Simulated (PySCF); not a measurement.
## [Ti(OH)4] (charge 0, multiplicity 1)

The numbers are results of TPSSh-D3(BJ)/def2-TZVP // r2SCAN-D4/def2-SVP (PySCF), not measurements.

```yaml
HOMO: -8.02 eV
dipole_moment: 0.00 D
HOMO–LUMO gap: 6.37 eV
LUMO: -1.65 eV
charge on the central atom (Mulliken): 1.52 e
charge on the central atom (meta-Löwdin): 1.45 e
total_energy: -1153.1530 Ha
cost: roughly 4 core-minutes
```

```xyz
9

Ti    -0.0525     0.1391    -0.0229
O     -1.1536     1.3884    -0.7015
H     -1.8262     1.9006    -0.2368
O      1.6129     0.8024     0.1235
H      1.9655     1.6089    -0.2715
O     -0.0531    -1.2808    -1.1266
H      0.7068    -1.7796    -1.4502
O     -0.6155    -0.3536     1.6126
H     -1.0554    -1.1739     1.8667
```
Charge 0, spin multiplicity 1.
